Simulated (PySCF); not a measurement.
Isomers of C4H13GeNSi and their computed core-level spectra.

The calculation used delta-SCF UKS SCAN, pcX-2 on the ionised atom, pcseg-1 elsewhere, spin-free X2C (PySCF). Geometries: PBE0-D3(BJ)/def2-SVP; isolated species, one conformer each.

Line lists (1s up to Mg, 2p3/2 beyond, nothing for Ge; areas count atoms within a level, one atom standing for each set equivalent by bonding):
1. C 1s: 290.18 (area 2), 290.47 (area 1), 291.28 (area 1) eV; N 1s: 403.65 eV; Si 2p3/2: 106.67 eV
2. C 1s: 290.10 (area 1), 290.49 (area 1), 290.58 (area 1), 291.42 (area 1) eV; N 1s: 404.26 eV; Si 2p3/2: 106.55 eV
3. C 1s: 289.80 (area 1), 290.33 (area 1), 290.34 (area 2) eV; N 1s: 403.77 eV; Si 2p3/2: 106.32 eV

Structures:
A. `[GeH3][NH][SiH2]C1CCC1`
B. `[SiH3][N]([GeH3])C1CCC1`
C. `[GeH3][SiH2]NCCC=C`

Problem. Match each list to its structure.

Solution. 
- 1 = B: another candidate has the same counts of sites, so positions decide. C 1s: 290.18 four-membered-ring carbon (×2), 290.47 four-membered-ring carbon, 291.28 sp3 carbon bound to nitrogen; N 1s: 403.65 silicon-bound nitrogen; Si 2p3/2: 106.67 SiH3 silicon.
- 2 = C: no other candidate has these counts of sites. C 1s: 290.10 terminal =CH2 carbon, 290.49 alkene CH carbon, 290.58 allylic carbon, 291.42 sp3 carbon bound to nitrogen; N 1s: 404.26 silicon-bound nitrogen; Si 2p3/2: 106.55 SiH2 silicon.
- 3 = A: another candidate has the same counts of sites, so positions decide. C 1s: 289.80 sp3 carbon bound to silicon, 290.33 four-membered-ring carbon, 290.34 four-membered-ring carbon (×2); N 1s: 403.77 silicon-bound nitrogen; Si 2p3/2: 106.32 SiH2 silicon.

The 2p values add to the ΔSCF energy of one spin-free hole a correction within the shell (spin–orbit coupling, ligand field).
